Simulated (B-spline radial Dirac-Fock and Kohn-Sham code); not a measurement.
Widths and yields of inner-shell holes in Gd³⁺

System: the Gd³⁺ ion in the configuration [Xe] 4f7.

The computed values come from a radial finite-basis atomic code: a relativistic independent-particle model: LDA orbitals of the hole state, radiative multipoles to third order, Auger rates from the Coulomb interaction with a continuum orbital, Dirac-Fock energies.

Partial widths are in eV. Coster-Kronig decay leaves a hole in the same principal shell; its rates are the weakest part of the model, often 1.5 to 2.5 times too large and more for N holes. Holes without an open Auger channel, or with an unreliable SCF state, are not listed.

```
hole  radiative   Auger  Coster-Kronig  total  fluorescence yield  lifetime (fs)
   K       20.4    1.39              0   21.8               0.936         0.0302
  L1      0.401    1.74           2.35   4.49              0.0894          0.147
  L2      0.672    2.61          0.632   3.91               0.172          0.168
  L3      0.620    3.11              0   3.73               0.166          0.176
  M1     0.0132   0.715           9.71   10.4             0.00126         0.0630
  M2     0.0132   0.798           7.41   8.22             0.00161         0.0800
  M3     0.0135   0.887           5.87   6.77             0.00200         0.0972
  M4    0.00735    1.00              0   1.01             0.00726          0.650
  M5    0.00696    1.03              0   1.04             0.00672          0.635
  N1   0.000403  0.0837           9.63   9.72                   ?              ?
  N2   0.000751  0.0853           7.11   7.19            0.000104         0.0915
  N3   0.000537  0.0908           6.90   6.99            7.67e-05         0.0941
  N4   0.000331  0.0714           2.13   2.20            0.000151          0.300
  N5   0.000304  0.0621           2.10   2.16            0.000141          0.305
```

Question: What are the fluorescence yield and the lifetime of the N1 hole?

Answer: The yield is the radiative width over the total, 4.14e-05, and the lifetime is ħ/Γ = 0.0677 fs.
